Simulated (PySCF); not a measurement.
## Calculated NMR data

No solvent model, averaged over atoms made equivalent by symmetry, fast rotation or ring inversion, single conformer, non-relativistic Hamiltonian. NMR shieldings at PBE0/pcSseg-1/GIAO; GFN2-xTB geometry; PySCF.

Shifts are taken against calculated references (same method and geometry level): TMS for ¹H, ¹³C. Where no couplings were computed, multiplicities follow the n + 1 count of equivalent neighbours, and m marks all less simple cases (inequivalent or close neighbours, rings, F or P nearby). Shifts are as computed. Against solution values, carbons near 30 ppm lie about +3 ppm off and those near 130 ppm about +5 ppm; carbons on Cl a further +6 ppm. Of 1309 compounds with measured shifts, 239 miss one by over three times the rms of a fit or turn the order of signals round; such compounds aren't used in these exercises. Carbons bonded to Cl come out too deshielded.

**1.** SMILES C=C1C[C@@H](C2(Cl)CC2)[SiH2]1, C₇H₁₁ClSi. ¹H NMR (500 MHz, computed): δ 6.21 (br s, 1H), 5.85 (br s, 1H), 4.84 (m, 1H), 4.54 (m, 1H), 3.39 (m, 1H), 3.20 (m, 1H), 2.94 (m, 1H), 1.16 (m, 1H), 1.03 (m, 1H), 1.03 (m, 1H), 0.55 (m, 1H). ¹³C{¹H} NMR (computed): δ 153.5, 137.6, 53.8, 43.6, 35.7, 19.5, 14.9.

**2.** SMILES C1C[C@@H](C#C)[C@H](Cl)C[SiH2]1, C₇H₁₁ClSi. ¹H NMR (500 MHz, computed): δ 4.68 (m, 1H), 4.49 (m, 1H), 3.92 (m, 1H), 2.95 (m, 1H), 2.55 (m, 1H), 1.95 (m, 1H), 1.88 (m, 1H), 1.73 (d, 1H), 1.41 (m, 1H), 1.22 (m, 1H), 0.69 (m, 1H). ¹³C{¹H} NMR (computed): δ 89.8 (C), 80.5 (CH), 65.9 (CH), 37.8 (CH), 25.7 (CH2), 17.1 (CH2), 5.3 (CH2).
